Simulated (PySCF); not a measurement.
# What a mistake does to a calculation on GeH5N2O cation

Calculated results; nothing here was measured. The program is PySCF 2.14.0, an open-source quantum chemistry code, run on an isolated molecule that a program drew, which may never have been made. The molecule is GeH5N2O cation (charge +1, singlet), drawn as the SMILES string `[NH2][Ge+]([NH2])[OH]`.

Each row is a Hartree-Fock (HF) and frozen-core CCSD(T) single point in the cc-pVDZ basis, meant for a local HF minimum. Run 1 is clean. Each other run has one planted mistake out of seven kinds, and not every kind appears here: one electron removed, one electron added, multiplicity raised by two, geometry at a saddle point, minimal basis STO-3G, one bond length entered in bohr, all coordinates scaled. The reference is restricted for singlets and unrestricted otherwise, and also for a bond in bohr. Adding or removing an electron swaps singlet and doublet. Electrons count all cores. HOMO and LUMO are orbital energies over both spins, the gradient is its largest component, and the lowest frequency (negative if imaginary) is given only where the gradient is small. Bond lengths are over the 8 bonds as drawn. T1 is the CCSD diagnostic: over 0.02 (restricted) or 0.045 (unrestricted) a single reference is doubtful. Germanium has the cc-pVDZ-PP basis, with a core potential (ECP10MDF) in place of its 10 inner electrons, and its 3s, 3p and 3d shells are frozen in CCSD(T).

Geometry of the clean run:
```xyz
9
GeH5N2O cation, angstrom
N    -1.1581   -0.6876    0.2281
Ge    0.1215   -1.3721   -0.7011
N     1.6824   -1.7541   -0.0636
O    -0.2786   -1.6485   -2.3299
H    -2.0498   -0.4836   -0.1874
H    -1.0844   -0.4644    1.2032
H     2.4173   -2.1520   -0.6195
H     1.9321   -1.5966    0.8962
H     0.3458   -2.0235   -2.9415
```

```
run,electrons,basis functions,<S^2>,HOMO (eV),LUMO (eV),gradient (hartree/bohr),lowest frequency (cm^-1),mean bond (Å),longest bond (Å),T1,HF (hartree),CCSD(T) (hartree),mistake
1,58,90,0.000,-17.03,-2.20,1.7e-05,211,1.2648,1.729,0.0140,-479.86270,-480.51360,no fault
2,58,90,2.017,-10.54,-6.38,1.4e-01,-,1.2648,1.729,0.0953,-479.66169,-480.30030,multiplicity raised by two
3,59,90,0.758,-3.75,3.39,1.2e-01,-,1.2648,1.729,0.0965,-479.96911,-480.63827,one electron added
4,58,90,0.000,-17.26,-1.75,3.6e-02,-,1.2218,1.670,0.0124,-479.84862,-480.48799,all coordinates scaled
5,57,90,0.772,-22.48,-13.23,1.1e-01,-,1.2648,1.729,0.0546,-479.31373,-479.93770,?
6,58,90,0.659,-16.60,-4.58,3.7e-02,-,1.3765,1.898,0.0598,-479.70406,-480.36019,?
```

**Which mistake was planted in run 5, and what did it cost?**

It counts 57 electrons, one fewer than the clean run, at the same geometry and basis. So the mistake is: one electron removed. Subtracting run 1 and multiplying by 627.51 kcal/mol a hartree, the energy moved by 344.5 kcal/mol in HF and 361.4 kcal/mol in CCSD(T).

**Which mistake was planted in run 6, and what did it cost?**

The mean bond changes by a factor of 1.088 and the longest by 1.098, so the molecule wasn't scaled as a whole. A length L in bohr read as angstrom grows by (1/0.5292 - 1) L = 0.890 L. The 8 bonds together grew by 8 x 0.1117 = 0.894 Å, which gives L = 1.004 Å. That is the length of one of the H-N bonds, 1.004 Å in the clean geometry. So the mistake is: one bond length entered in bohr. Subtracting run 1 and multiplying by 627.51 kcal/mol a hartree, the energy moved by 99.5 kcal/mol in HF and 96.3 kcal/mol in CCSD(T).

Cautions from the logs. Run 2: T1 is over the limit, so its CCSD(T) energy is less reliable; run 3: T1 is over the limit, so its CCSD(T) energy is less reliable; run 5: T1 is over the limit, so its CCSD(T) energy is less reliable; run 6: T1 is over the limit, so its CCSD(T) energy is less reliable.
